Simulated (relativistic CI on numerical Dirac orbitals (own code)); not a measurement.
Computed by Dirac-Coulomb-Breit CI, separate exchange-only KLI orbitals for each configuration, QED by a radiative potential, unscaled Slater integrals (own radial code, finite nucleus).

The strongest absorption lines from the ground level of an ion, among the configurations computed and to levels below about 198 eV (vacuum wavelength in Å, gf): 70.043 (0.57), 70.418 (0.49), 88.706 (1.7), 90.908 (0.15), 93.199 (8.7), 94.017 (12), 94.303 (3.1), 122.98 (0.18).

Question: Which ion is it?
A. Ba XXI
B. Ce XXI
C. Ba XIX
D. Nd XXIII

Answer: C. Ba XIX has 38 electrons and the ground level 4s2.4p6.4d2 3F_2; the strongest line goes to 4s2.4p6.4d.4f 3G°_3. The pattern of lines fixes the number of electrons, and along that sequence the line energies rise steadily with the charge (about as its square where n changes within one kind of shell, about linearly where n is kept but much faster in heavy ions where fine structure, which grows about as Z⁴, sets the gap, and irregularly where shells cross), which fixes Z. Configurations outside the model, such as inner-shell arrays, can give stronger lines. At this charge energies of transitions that change n are usually good to better than 1 %, and those within a shell (Δn = 0) to a few per cent. Terms inside the open d or f shell come out 10 to 20 % too wide with unscaled integrals.

LS names give the leading component of a level, which can be under half, so a name can repeat, a term be missing and a line seem to break the LS rules.
